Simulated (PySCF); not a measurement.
chlorotrifluoromethane (CClF3), SMILES FC(F)(F)Cl.

The structure is a stationary point at B3LYP-D3(BJ)/def2-SVP.

Level of theory: TDA-B3LYP/def2-SVPD (PySCF 2.14.0).

Vertical excitations; the highest root listed may be one member of a degenerate set.  State labels are in the subgroup Cs.

Computed excitation energies, oscillator strengths and character:
| state | symmetry | energy (eV) | λ (nm) | f | main pairs |
|---|---|---|---|---|---|
| S1 | A' | 7.76 | 160 | 0.000 | HOMO→LUMO (degenerate set) |
| S2 | A" | 7.76 | 160 | 0.000 | HOMO−1→LUMO (degenerate set) |
| S3 | A' | 9.48 | 131 | 0.078 | HOMO→LUMO+1 (degenerate set) |
| S4 | A" | 9.48 | 131 | 0.078 | HOMO−1→LUMO+1 (degenerate set) |
| S5 | A" | 10.35 | 120 | 0.000 | HOMO−3→LUMO 99 % |
| S6 | A' | 10.38 | 119 | 0.109 | HOMO−2→LUMO 60 %, HOMO→LUMO+4 12 %, HOMO−1→LUMO+3 12 % |
| S7 | A' | 10.45 | 119 | 0.019 | HOMO→LUMO+2 (degenerate set) |
| S8 | A" | 10.45 | 119 | 0.019 | HOMO−1→LUMO+2 (degenerate set) |
| S9 | A" | 10.59 | 117 | 0.000 | HOMO→LUMO+3, HOMO−1→LUMO+4 (degenerate set) |
| S10 | A' | 10.59 | 117 | 0.000 | HOMO−1→LUMO+3, HOMO→LUMO+4 (degenerate set) |
| T1 | A' | 6.85 | 181 | 0 | HOMO→LUMO (degenerate set) |
| T2 | A" | 6.85 | 181 | 0 | HOMO−1→LUMO (degenerate set) |
| T3 | A' | 8.83 | 140 | 0 | HOMO−2→LUMO 94 % |
| T4 | A' | 9.28 | 134 | 0 | HOMO→LUMO+1 92 % |
Triplets are in the Tamm–Dancoff approximation.
